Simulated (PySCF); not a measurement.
# [Y(H2O)]3+ at several levels of theory

Computed with PySCF 2.14.0 (density fitting, no spin-orbit coupling) at the geometry relaxed with PBE0:

```xyz
4
[Y(H2O)]3+ (singlet)
Y     0.0000    0.0000   -0.2362
O     0.0000    0.0000    1.8994
H     0.7836    0.0000    2.5276
H    -0.7836    0.0000    2.5276
```

| level | basis | state | HOMO (eV) | gap (eV) | charge on Y1 (e) | dipole about the centre of mass (D) | largest force component (eV/Å) |
| --- | --- | --- | --- | --- | --- | --- | --- |
| PBE0 | Y def2-SVP with ECP28, O def2-SVP, H def2-SVP | singlet | -28.60 | 7.36 | 2.49 | 1.28 | 0.00 |
| PBE | the same | singlet | -27.01 | 4.63 | 2.43 | 1.68 | 0.49 |
| PBE0 | Y def2-TZVP with ECP28, O def2-TZVP, H def2-TZVP | singlet | -28.56 | 7.31 | 2.57 | 1.31 | 0.21 |

Charges are Mulliken's, which hang on the basis. The relaxation used the grid (50, 194), these runs (75, 302) or, all-electron (x2c bases, spin-free X2C Hamiltonian), (99, 590).

Task: What does TPSS with Y def2-SVP with ECP28, O def2-SVP, H def2-SVP give here?

Result: state singlet, HOMO (eV) -27.01, gap (eV) 4.90, charge on Y1 (e) 2.45, dipole about the centre of mass (D) 1.55, largest force component (eV/Å) 0.37. Time: 1.8 s on 2 threads of Intel(R) Xeon(R) Platinum 8488C (Sapphire Rapids) (shared host), from an already converged density.

In the first row's basis the gap widens with exact exchange: 4.6 to 4.9 eV for PBE, TPSS (none); 7.4 eV for PBE0 (a fixed share).
